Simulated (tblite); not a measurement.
C₆H₁₂OSSi.
Z-matrix (Å and degrees, GFN2-xTB geometry), rows numbered from 1:
```
C 
C   1  1.3192
C   2  1.4962  1  124.58
C   3  1.5265  2  110.62  1   118.95
C   4  1.5301  3  115.54  2   -66.46
S   5  1.8295  4   92.83  3  -135.02
C   4  1.5350  3  115.67  2  -177.97
O   7  1.3584  4  114.31  3  -104.87
Si  8  1.6316  7  130.12  4  -167.30
H   1  1.0764  2  121.95  3  -179.49
H   1  1.0780  2  121.82  3     1.24
H   2  1.0823  1  120.33  3   178.95
H   3  1.0938  2  109.65  1  -121.59
H   3  1.0924  2  110.13  1    -2.42
H   4  1.0935  3  109.95  2    59.57
H   5  1.0866  4  116.15  3   107.80
H   5  1.0884  4  113.55  3   -21.28
H   7  1.0973  4  113.69  3    24.42
H   9  1.4531  8   97.60  7   178.27
H   9  1.4606  8  110.63  7    57.91
H   9  1.4656  8  109.98  7   -62.78
```

Computed with GFN2-xTB (tblite): harmonic, unscaled wavenumbers at the GFN2-xTB geometry, gas phase. The method is semi-empirical: single wavenumbers can be off by several per cent or more. Modes of hydrogen on silicon can be 10 to 20 % off. One conformer, not necessarily the lowest.

Harmonic wavenumbers (cm⁻¹): 37.6, 47.0, 60.4, 69.2, 113.5, 128.6, 169.0, 241.3, 319.8, 396.0, 417.6, 457.0, 507.5, 600.4, 636.7, 652.4, 718.1, 735.4, 758.1, 794.8, 819.8, 829.8, 866.3, 887.4, 908.9, 939.1, 976.3, 1021.4, 1045.0, 1078.1, 1099.1, 1129.4, 1147.4, 1178.5, 1187.5, 1201.5, 1245.2, 1274.3, 1299.3, 1316.9, 1337.8, 1415.9, 1451.6, 1472.6, 1720.9, 2232.7, 2285.4, 2351.6, 2873.1, 2954.4, 2962.3, 2979.5, 2997.8, 3017.8, 3057.9, 3099.0, 3128.3.

A = 2321, B = 584.2, C = 487.7 MHz; mass 160.038 u (most abundant isotopes); point group C1, symmetry number 1.

Question: Zero-point energy?

Answer: ½Σν̃ = 35325 cm⁻¹ = 422.58 kJ/mol.

Question: What is S at 298.15 K and 1 bar for an ideal gas of classical rigid rotors and harmonic oscillators?

Answer: Translation 172.15, rotation 127.88, vibration 158.73: S = 458.8 J/(mol K).

Question: And Cp and H(298.15 K) − H(0)?

Answer: Cp = 181.79 J/(mol K), of which vibrations give 148.53 (their classical limit is 57 R = 473.9); H(298.15 K) − H(0) = 33.00 kJ/mol without the zero-point energy, 23.08 from vibrations.

Question: What must be added to the electronic energy to get the Gibbs energy at 298.15 K and 1 bar?

Answer: ZPE + [H(298.15 K) − H(0)] − T·S = 422.58 + 33.00 − 136.78 = 318.80 kJ/mol.

Question: Blend soft modes into free rotors: weight 1/[1 + (100 cm⁻¹/ν̃)⁴] for the oscillator and the rest for a rotor with moment μB/(μ + B), μ = h/(8π²ν), B = 10⁻⁴⁴ kg m². What vibrational entropy results?

Answer: 138.61 J/(mol K) in place of 158.73, which changes −T·S at 298.15 K by +6.00 kJ/mol.

Hindered rotation and anharmonicity are outside this model. Other conformers, if any are populated, would add a mixing term that is left out. The structure is chiral; the term R ln 2 for an equal mix with its mirror image is left out.

The run took 1.1 s wall on one thread of an Arm Neoverse V1, no GPU, shared host with 32 logical CPUs at a one-minute load of 27. The figure is for the frequency step alone.
